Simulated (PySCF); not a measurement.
Ge(H)3(SH) (GeH4S), SMILES [SH][GeH3]. The structure is a stationary point at PBE0-D3(BJ)/def2-TZVP.

TDA-ωB97X/def2-SVPD (PySCF) puts the lowest singlet excitations at 5.98, 6.27, 7.68, 7.84, 7.87, 8.22 eV.

**Question.** What are the lowest excitation roots from ADC(2)/aug-cc-pVDZ (PySCF)? (The exact figures need the calculation; the answer reports its results.)

**Answer.** 5.83, 6.10, 7.18, 7.44, 7.53, 7.68 eV. S1 differs by -0.15 eV (second minus first; roots are paired by order, and the bases may differ).
